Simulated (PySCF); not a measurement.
# Working with the constants of SrLi

ROHF-CCSD(T) constants of SrLi, ²Σ⁺ (doublet), unpaired electrons σ ↑ (basis Sr def2-SVP with ECP28, Li def2-SVP; scalar-relativistic core potentials; PySCF 2.14; masses 87.9056 and 7.0160 u):

- ωe: 140.0 cm⁻¹
- ωexe: 2.79 cm⁻¹
- Be: 0.18837 cm⁻¹
- αe: 0.00444 cm⁻¹
- De to Sr + Li: 0.188 eV

**Question.** What force constant and bond length do these constants imply?

**Answer.** Reduced mass μred = 6.4974 u; k = 5.8918×10⁻⁷·μred·ωe² (u, cm⁻¹, mdyn/Å) = 0.0750 mdyn/Å; Re = √(16.8576/(μred·Be)) (u, cm⁻¹, Å) = 3.711 Å.

**Question.** Estimate the centrifugal constant D from the Kratzer relation and find the Dunham coefficient a1.

**Answer.** D = 4Be³/ωe² = 1.36e-06 cm⁻¹; a1 = −1 − αeωe/(6Be²) = -3.92.

Correlated steps freeze no core orbitals. The bond is weak. Basis-set superposition, not corrected here, can be much of De in a small basis, most of all at correlated wavefunction levels. Spin–orbit coupling is left out. The state is the lowest determinant that a PBE0 search found; another state may lie lower at other levels.
